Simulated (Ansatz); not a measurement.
Si18H28⁺. Charge 1, multiplicity 2. Geometry PBE-D4/def2-SVP, that of the neutral singlet; atoms count from 1.

```xyz
46

Si    1.576    3.507   -0.682
Si    2.983   -1.185   -2.225
Si    0.527    1.573    2.503
Si    2.005   -1.859    1.237
Si   -1.479    4.590    1.350
Si   -1.685    2.022   -1.445
Si   -3.090    1.196    2.066
Si   -0.847   -1.738   -2.295
Si   -1.469   -3.519    0.841
Si    1.479   -4.587   -1.349
Si    0.691    3.695    1.490
Si    2.098   -0.085   -0.341
Si    0.626    1.474   -1.398
Si    1.259   -2.701   -2.737
Si   -1.093   -0.027    1.824
Si    0.856   -3.871    0.802
Si   -2.808    2.876    0.443
Si   -1.632   -1.361   -0.085
H     3.082    3.455   -0.664
H     1.133    4.671   -1.534
H     4.258   -1.925   -1.901
H     3.244   -0.234   -3.364
H     1.898    0.973    2.666
H    -0.003    1.827    3.899
H     3.477   -2.219    1.233
H     1.686   -1.375    2.626
H    -1.501    5.803    0.454
H    -1.975    4.987    2.717
H    -1.607    3.172   -2.428
H    -2.519    0.953   -2.099
H    -3.218    1.807    3.440
H    -4.309    0.354    1.786
H    -1.068   -0.551   -3.194
H    -1.867   -2.782   -2.700
H    -2.016   -3.576    2.244
H    -2.175   -4.552   -0.004
H     2.903   -5.086   -1.345
H     0.579   -5.699   -1.826
H     1.567    4.525    2.400
H     3.169    0.806    0.256
H     0.931    1.281   -2.869
H     1.241   -3.094   -4.196
H    -1.005   -1.050    2.938
H     1.315   -4.851    1.858
H    -4.125    3.415   -0.065
H    -3.092   -1.036   -0.326
```

Single mean-field runs in def2-TZVP are fitted with def2-universal-jkfit.

(1) Estimate the Mulliken populations of the heavy atoms from the PBE0/def2-TZVP orbitals of Ansatz.

(2) Where does the spin sit?

(3) And the Mayer bond orders between heavy atoms (over 0.3)?

## Answers

(1) 
| atom | charge (e) | spin (α − β) |
| --- | --- | --- |
| Si1 | -0.01 | 0.10 |
| Si2 | -0.01 | 0.10 |
| Si3 | -0.05 | 0.00 |
| Si4 | -0.05 | 0.00 |
| Si5 | -0.02 | 0.01 |
| Si6 | -0.05 | 0.00 |
| Si7 | -0.01 | 0.10 |
| Si8 | -0.05 | 0.00 |
| Si9 | -0.01 | 0.10 |
| Si10 | -0.02 | 0.01 |
| Si11 | 0.00 | 0.01 |
| Si12 | -0.06 | 0.13 |
| Si13 | -0.06 | 0.13 |
| Si14 | 0.00 | 0.01 |
| Si15 | -0.06 | 0.13 |
| Si16 | 0.00 | 0.01 |
| Si17 | 0.00 | 0.01 |
| Si18 | -0.06 | 0.12 |
Mulliken values depend strongly on the basis.

(2) Summed by element: Si 0.97, H 0.03, of 1 unpaired in all. Largest on single atoms: Si12 0.13, Si13 0.13, Si15 0.13.

(3) Si1–Si11 0.92 (2.35 Å); Si1–Si13 0.82 (2.36 Å); Si2–Si12 0.82 (2.36 Å); Si2–Si14 0.92 (2.35 Å); Si3–Si11 0.93 (2.36 Å); Si3–Si15 0.90 (2.38 Å); Si4–Si12 0.90 (2.38 Å); Si4–Si16 0.93 (2.36 Å); Si5–Si11 0.93 (2.35 Å); Si5–Si17 0.93 (2.35 Å); Si6–Si13 0.90 (2.38 Å); Si6–Si17 0.93 (2.36 Å); Si7–Si15 0.83 (2.36 Å); Si7–Si17 0.92 (2.35 Å); Si8–Si14 0.93 (2.36 Å); Si8–Si18 0.90 (2.38 Å); Si9–Si16 0.92 (2.35 Å); Si9–Si18 0.83 (2.35 Å); Si10–Si14 0.93 (2.35 Å); Si10–Si16 0.93 (2.35 Å); Si12–Si13 0.84 (2.39 Å); Si15–Si18 0.84 (2.39 Å).
